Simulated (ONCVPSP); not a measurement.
## Before and after: ONCV potential for gold (Au)

gold (Au), optimised norm-conserving Vanderbilt (ONCV), made with ONCVPSP 4.0.1 (BLYP, fully relativistic). Core [Xe] 4f14, reference 5d10 6s1. Waves: 6s: rc 2.40 bohr, ncon 3, nbas 8, qcut 2.8 1/bohr, 2 projectors, debl 2.8 Ha; p scattering state at 0.04 Ha: rc 2.20 bohr, ncon 4, nbas 7, qcut 3.6 1/bohr, 2 projectors, debl 1.8 Ha; 5d: rc 1.70 bohr, ncon 4, nbas 9, qcut 7.8 1/bohr, 2 projectors, debl 1.7 Ha. Local part: polynomial inside 1.70 bohr (lpopt 5, dvloc0 0 Ha). Core correction: Teter function, fcfact 4, rcfact 1.2.

Open shells are filled in proportion to 2j + 1.

All-electron outer shells of the reference configuration (BLYP, scalar-relativistic, ld1.x):

```csv
shell,level (eV),outermost node (bohr),outermost maximum (bohr)
5p,-59.70,0.52,0.96
5d,-6.77,0.56,1.21
6s,-5.78,1.11,2.32
```

Change: s: qcut 3.2.

Cutoffs: the cutoffs (Ha) at which the residual kinetic energy of the hardest occupied pseudo-wave falls to 1 and 0.1 mHa per electron; they do not see the model core or the augmentation charge, which bear on the density cutoff. Errors are all-electron minus pseudo energies relative to the spin-unpolarised reference configuration.

**Question.** Predict the effect on cutoff, ghosts and configuration errors.

**Answer.** The potential gets neither clearly harder nor softer (21 Ha and 28 Ha → 21 Ha and 25 Ha); both files keep a bound ghost (p); the lowest positive-energy flag moves from s at 23.6 eV to s at 4.1 eV; the number of tests with a reliable result goes from 4 to 1.

```csv
quantity,base,changed
"cutoff, loose",21 Ha,21 Ha
"cutoff, tight",28 Ha,25 Ha
loose cutoff by channel,"s 4.1 Ha, d 21 Ha","s 4.2 Ha, d 21 Ha"
bound ghosts,p3/2,p3/2
GHOST(+) flags under 300 eV,"s at 23.6 eV, p1/2 at 60.4 eV, p3/2 at 88.7 eV","s at 4.1 eV, p1/2 at 60.4 eV, p3/2 at 88.7 eV"
tests with a reliable result,4 of 4,1 of 4
"error for 5d10 6s0, meV [ΔE 9.48 eV]",+1.9,-1.0
s: phases at 2.44 bohr within 0.05 rad from the reference energy up to (Ha; the scan ends near 5),0.8,0.1
p3/2: phases at 2.23 bohr within 0.05 rad from the reference energy up to (Ha; the scan ends near 5),3.0,3.0
p1/2: phases at 2.23 bohr within 0.05 rad from the reference energy up to (Ha; the scan ends near 5),2.2,2.2
d5/2: phases at 1.72 bohr within 0.05 rad from the reference energy up to (Ha; the scan ends near 5),to the end of the scan,to the end of the scan
d3/2: phases at 1.72 bohr within 0.05 rad from the reference energy up to (Ha; the scan ends near 5),to the end of the scan,to the end of the scan
"rms error of d²Exc/dni dnj with the model core, mHa",4.90,4.94
```

 A true bound ghost makes a file unfit for plane-wave use even where its test errors are small: the radial tests pick states by their node count and pass the ghost by.
